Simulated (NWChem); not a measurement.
System: C₂H₆FSb; SMILES [F][Sb]([CH3])[CH3]

The following NWChem deck was run.

```
start job
memory heap 200 mb stack 900 mb global 1100 mb
geometry units angstroms
  Sb    -0.032926    -0.000069     0.377066
  F     -1.754653    -0.004730    -0.543529
  C      0.782633     1.578030    -0.851271
  H      0.400292     1.451959    -1.874516
  H      1.881795     1.518556    -0.858808
  H      0.479052     2.561670    -0.466752
  C      0.791043    -1.573968    -0.851044
  H      1.889874    -1.508651    -0.858561
  H      0.408064    -1.450069    -1.874317
  H      0.492688    -2.559157    -0.466402
end
basis spherical
  Sb library 3-21g
  F library 3-21g
  C library 3-21g
  H library 3-21g
end
dft
  xc b3lyp
  iterations 150
end
driver
  maxiter 120
end
task dft optimize
```

Parts of the log:

```
             Northwest Computational Chemistry Package (NWChem) 7.3.0
             --------------------------------------------------------

 CS  symmetry detected

                             Geometry "geometry" -> ""
                             -------------------------

 Output coordinates in angstroms (scale by  1.889725989 to convert to a.u.)

  No.       Tag          Charge          X              Y              Z
 ---- ---------------- ---------- -------------- -------------- --------------
    1 Sb                  51.0000    -0.05207181     0.40287855     0.00000000
    2 F                    9.0000    -1.64484415    -0.72625253     0.00000000
    3 C                    6.0000     0.91517138    -0.71291309     1.57600461
    4 H                    1.0000     0.66377884    -1.77606436     1.45101920
    5 H                    1.0000     2.00644880    -0.58263615     1.51360889
    6 H                    1.0000     0.56837386    -0.36908760     2.56042258
    7 C                    6.0000     0.91517138    -0.71291309    -1.57600461
    8 H                    1.0000     2.00644880    -0.58263615    -1.51360889
    9 H                    1.0000     0.66377884    -1.77606436    -1.45101920
   10 H                    1.0000     0.56837386    -0.36908760    -2.56042258

 Effective nuclear repulsion energy (a.u.)     392.9270358627

      Symmetry information
      --------------------

 Group name             Cs
 Group number              2
 Group order               2
 No. of unique centers     6

                                Z-matrix (autoz)
                                --------

 Units are Angstrom for bonds and degrees for angles

[...]

      ----------------------
      Optimization converged
      ----------------------

  Step       Energy      Delta E   Gmax     Grms     Xrms     Xmax
  ---- ---------------- -------- -------- -------- -------- --------
@    8   -6467.00558161 -3.0D-07  0.00005  0.00001  0.00043  0.00103
                                     ok       ok       ok       ok

                                Z-matrix (autoz)
                                --------

 Units are Angstrom for bonds and degrees for angles

      Type          Name      I     J     K     L     M      Value     Gradient
      ----------- --------  ----- ----- ----- ----- ----- ---------- ----------
    1 Stretch                  1     2                       1.94248   -0.00005
    2 Stretch                  1     3                       2.18531   -0.00002
    3 Stretch                  1     7                       2.18531   -0.00002
    4 Stretch                  3     4                       1.09420    0.00000
    5 Stretch                  3     5                       1.09641   -0.00001
    6 Stretch                  3     6                       1.09334   -0.00000
    7 Stretch                  7     8                       1.09641   -0.00001
    8 Stretch                  7     9                       1.09420    0.00000
    9 Stretch                  7    10                       1.09334   -0.00000
   10 Bend                     1     3     4               111.17831   -0.00000
   11 Bend                     1     3     5               108.05623   -0.00000
   12 Bend                     1     3     6               110.94604   -0.00000
   13 Bend                     1     7     8               108.05623   -0.00000
   14 Bend                     1     7     9               111.17831   -0.00000
   15 Bend                     1     7    10               110.94604   -0.00000
   16 Bend                     2     1     3                97.52696    0.00000
   17 Bend                     2     1     7                97.52696    0.00000
   18 Bend                     3     1     7                92.83767    0.00002
   19 Bend                     4     3     5               108.93284    0.00001
   20 Bend                     4     3     6               109.10720   -0.00000
   21 Bend                     5     3     6               108.55685    0.00000
   22 Bend                     8     7     9               108.93284    0.00001
   23 Bend                     8     7    10               108.55685    0.00000
   24 Bend                     9     7    10               109.10720   -0.00000
   25 Torsion                  2     1     3     4          47.10230   -0.00000
   26 Torsion                  2     1     3     5         166.59361    0.00000
   27 Torsion                  2     1     3     6         -74.51149    0.00001
   28 Torsion                  2     1     7     8        -166.59361   -0.00000
   29 Torsion                  2     1     7     9         -47.10230    0.00000
   30 Torsion                  2     1     7    10          74.51149   -0.00001
   31 Torsion                  3     1     7     8         -68.61272    0.00000
   32 Torsion                  3     1     7     9          50.87859    0.00001
   33 Torsion                  3     1     7    10         172.49239    0.00000
   34 Torsion                  4     3     1     7         -50.87859   -0.00001
   35 Torsion                  5     3     1     7          68.61272   -0.00000
   36 Torsion                  6     3     1     7        -172.49239   -0.00000

[...]
```

Level: B3LYP/3-21G, non-relativistic. B3LYP is NWChem's, with the RPA form of VWN correlation.
